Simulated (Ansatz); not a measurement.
`C=C1C[SiH]1[SiH3]` + `C1[SiH2][AsH]1` → `[SiH3][As]1C[SiH2]1` + `C=C1C[SiH2]1` at 700 K and 1 bar (cleavage of the Si–Si bond).

Isolated molecules relaxed with PBE0-D4/def2-TZVP in Ansatz; ΔE leaves out vibrations. CCSD(T)/CBS is the MP2 limit (def2-TZVPP, def2-QZVPP) plus CCSD(T) − MP2 in def2-TZVPP, frozen cores. For As outer-core shells are correlated without core-valence functions, which leaves a few kJ/mol of doubt a bond. Scalar relativity is left out up to krypton.

```tsv
species	CCSD(T)/CBS energy (Eh)	H − E (kJ/mol)	S (J/(mol·K))
`C=C1C[SiH]1[SiH3]`	-697.04869	332.9	504.6
`C1[SiH2][AsH]1`	-2565.12158	193.1	386.9
`[SiH3][As]1C[SiH2]1`	-2855.41741	265.8	483.1
`C=C1C[SiH2]1`	-406.76452	261.0	400.3
```

H − E and S are ideal-gas, rigid-rotor, harmonic terms from PBE0-D4/def2-TZVP, for one conformer and one mirror image of each species. 1 Eh = 2625.50 kJ/mol, R = 8.31446 J/(mol·K).

Problem. By hand: ΔE, ΔH, ΔS and ΔG.

Solution. ΔE = (-2855.41741) + (-406.76452) − (-697.04869) − (-2565.12158) = -0.01166 Eh = -30.6 kJ/mol. Δ(H − E) = 265.8 + 261.0 − 332.9 − 193.1 = 0.8, so ΔH = -29.8 kJ/mol. ΔS = 483.1 + 400.3 − 504.6 − 386.9 = -8.1 J/(mol·K). ΔG = -29.8 − 700 × (-8.1)/1000 = -24.1 kJ/mol.

Problem. By hand: the equilibrium constant, and the temperature at which ΔG would vanish if ΔH and ΔS stayed fixed.

Solution. log₁₀ K = −ΔG/(RT ln 10) = 1.8. ΔG = 0 at ΔH/ΔS = 3679 K, far beyond where these terms or the molecules hold.

The number of gas molecules stays the same, so ΔS is small and ΔH decides. A doubt of 5 kJ/mol in ΔE shifts log₁₀ K by 0.4 here. Other conformers and mirror images would add mixing entropy, several J/(mol·K) or more a flexible species. These are equilibria of isolated gas molecules and say nothing of rates. Largest T1 diagnostic: 0.013 (customary marks: 0.02 for closed shells, 0.045 for open ones).
